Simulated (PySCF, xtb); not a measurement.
C2H8BP, SMILES CB(C)P. Other conformers were not sampled.

Harmonic wavenumbers (cm⁻¹) from xtb with GFN2-xTB at its own minimum, in rising order: 46, 95, 184, 229, 264, 295, 528, 617, 722, 735, 836, 855, 869, 1071, 1140, 1151, 1383, 1389, 1479, 1481, 1487, 1491, 2308, 2399, 2985, 2988, 3014, 3018, 3024, 3026.

Problem. What does B3LYP-D3(BJ)/def2-SVP run with PySCF give at its own minimum? (The exact figures need the calculation; the answer reports its results.)

Solution. 72, 116, 214, 261, 281, 338, 511, 569, 704, 730, 821, 845, 886, 1078, 1126, 1150, 1308, 1324, 1416, 1425, 1445, 1451, 2404, 2422, 3000, 3005, 3068, 3072, 3114, 3117. Paired by order, the mean absolute difference is 37 cm⁻¹ and the zero-point energies are 58.8 and 59.0 kcal/mol.
